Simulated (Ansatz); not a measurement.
`C[O][Ge]([CH3])([NH2])[Cl]`, relaxed with RKS PBE0-D4/def2-TZVP in Ansatz 0.2.0 from a GFN2-xTB geometry. The force threshold is 0.005 eV/Å; the program also tests the step.

Charge 0, multiplicity 1.

Start:

```xyz
14

C     1.396   -1.771    0.143
O     1.228   -0.374    0.235
Ge   -0.304    0.503    0.364
C    -1.509    0.261   -1.197
N     0.310    2.205    0.518
Cl   -1.294   -0.192    2.142
H     2.471   -1.961    0.166
H     0.926   -2.288    0.983
H     0.985   -2.165   -0.789
H    -0.942    0.403   -2.110
H    -2.307    0.995   -1.161
H    -1.948   -0.732   -1.195
H    -0.269    2.849    1.038
H     1.258    2.265    0.865
```

Task: By how much does the energy fall, and how many steps does the optimiser take? (Estimate.)

Result: Computed: 7.27 kJ/mol, in 9 steps.

Task: Which bonds change most? (Estimate.)

Result: Computed: Ge3–C4 from 1.987 to 1.931 Å; Ge3–Cl6 from 2.151 to 2.183 Å; C4–H11 from 1.084 to 1.090 Å; O2–Ge3 from 1.770 to 1.763 Å.

Task: Give the relaxed structure. (Estimate.)

Result: The calculation gave: 
```xyz
14

C     1.332   -1.777    0.144
O     1.316   -0.368    0.137
Ge   -0.201    0.515    0.303
C    -1.435    0.272   -1.162
N     0.354    2.228    0.496
Cl   -1.180   -0.281    2.085
H     2.374   -2.098    0.081
H     0.897   -2.187    1.063
H     0.793   -2.199   -0.714
H    -0.963    0.598   -2.090
H    -2.335    0.861   -0.987
H    -1.715   -0.778   -1.240
H    -0.369    2.886    0.750
H     1.132    2.327    1.134
```
